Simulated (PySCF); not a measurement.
**Magnetisability: SMILES Clc1cnn(C2CC2)c1, C6H7ClN2**

Molfile (atoms numbered from 1):
```
C6H7ClN2
     RDKit          3D

 16 17  0  0  0  0  0  0  0  0999 V2000
    3.8961    1.3076    0.3830 Cl  0  0  0  0  0  0  0  0  0  0  0  0
    2.4271    0.4554    0.1580 C   0  0  0  0  0  0  0  0  0  0  0  0
    2.2413   -0.9344    0.1063 C   0  0  0  0  0  0  0  0  0  0  0  0
    0.9674   -1.2132   -0.0756 N   0  0  0  0  0  0  0  0  0  0  0  0
    0.3276   -0.0518   -0.1435 N   0  0  0  0  0  0  0  0  0  0  0  0
   -1.0780    0.0084   -0.3549 C   0  0  0  0  0  0  0  0  0  0  0  0
   -1.9405    0.5855    0.7304 C   0  0  0  0  0  0  0  0  0  0  0  0
   -1.9541   -0.8876    0.4664 C   0  0  0  0  0  0  0  0  0  0  0  0
    1.1691    0.9949   -0.0078 C   0  0  0  0  0  0  0  0  0  0  0  0
    2.9712   -1.7122    0.1936 H   0  0  0  0  0  0  0  0  0  0  0  0
   -1.3516    0.1951   -1.3883 H   0  0  0  0  0  0  0  0  0  0  0  0
   -1.4482    0.9355    1.6247 H   0  0  0  0  0  0  0  0  0  0  0  0
   -2.7940    1.1774    0.4381 H   0  0  0  0  0  0  0  0  0  0  0  0
   -2.8167   -1.3269   -0.0086 H   0  0  0  0  0  0  0  0  0  0  0  0
   -1.4602   -1.5361    1.1720 H   0  0  0  0  0  0  0  0  0  0  0  0
    0.8360    2.0113   -0.0377 H   0  0  0  0  0  0  0  0  0  0  0  0
  1  2  1  0
  2  3  1  0
  3  4  2  0
  4  5  1  0
  5  6  1  0
  6  7  1  0
  7  8  1  0
  5  9  1  0
  9  2  2  0
  8  6  1  0
  3 10  1  0
  6 11  1  0
  7 12  1  0
  7 13  1  0
  8 14  1  0
  8 15  1  0
  9 16  1  0
M  END
```

The calculation used GIAO B97-2/pcSseg-1 magnetisability, rotational g tensor and spin-rotation constants, non-relativistic, gas phase in PySCF. Geometry: GFN2-xTB.

(1) What are the magnetisability and the molar susceptibility?

(2) Split it along the inertial axes a, b, c into diamagnetic and paramagnetic parts about the centre of mass, with the quadrupole moment.

(3) And the rotational g tensor?

Results:

(1) Isotropic -1540 × 10⁻³⁰ J/T², or -92.7 × 10⁻⁶ cm³/mol; principal values -1916, -1449, -1254 × 10⁻³⁰ J/T², anisotropy 589 × 10⁻³⁰ J/T² (root of half the summed squared differences of the principal values). The susceptibility is in cgs units.

(2) 
```csv
axis,χ (10⁻⁶ cm³/mol),diamagnetic (10⁻⁶ cm³/mol),paramagnetic (10⁻⁶ cm³/mol),summed x² of all electrons (Å²),quadrupole Θ (D Å)
a,-87.2,-385.9,298.7,375.4,+2.92
b,-76.4,-1692.5,1616.2,67.4,-0.65
c,-114.5,-1878.8,1764.3,23.5,-2.27
```
Anisotropies 2χaa − χbb − χcc = +16.4 and 2χbb − χaa − χcc = +49.0 × 10⁻⁶ cm³/mol. Θ is traceless in Buckingham's convention.

(3) 
```tsv
axis	rotational constant (GHz)	g	nuclear part	electronic part
a	4.5292	-0.0374	0.5982	-0.6355
b	0.7212	-0.0089	0.5387	-0.5476
c	0.6481	+0.0039	0.5411	-0.5372
```
Asymmetric top; isotopes 12C, 35Cl, 1H, 14N; no vibrational averaging.
